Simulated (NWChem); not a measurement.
System: MoSOClF; SMILES [O]=[Mo]([F])(=[S])[Cl]

```xyz
5

Mo     0.2480     0.0883     0.0718
O      0.7954     0.2604     1.6249
S     -1.2835     1.4983    -0.1992
F      1.6017     0.4195    -1.1214
Cl    -0.6270    -1.9729    -0.1608
```
Atoms are numbered in this order, from 1.

Program: NWChem. The geometry was optimised at PBE0/def2-SVP. def2 effective core potentials on Mo; no spin-orbit coupling. Total energies compare along this basis series because the functional is fixed.

| level | basis functions | energy (Ha) | highest occupied level (eV) | orbital gap (eV) | dipole (D) | relative time |
|---|---|---|---|---|---|---|
| PBE/def2-SVP | 95 | -1100.9725 | -7.13 | 2.76 | 0.76 | 1 |
| PBE/def2-SVPD | 134 | -1100.9944 | -7.30 | 2.70 | 0.68 | 3 |
| PBE/def2-TZVP | 176 | -1101.5051 | -7.17 | 2.72 | 0.71 | 3 |
| PBE/def2-TZVPD | 212 | -1101.5083 | -7.19 | 2.72 | 0.69 | 6 |
| PBE/def2-TZVPP | 202 | -1101.5111 | -7.16 | 2.74 | 0.71 | 5 |

The last column is a rough cost ratio, cheapest run = 1.
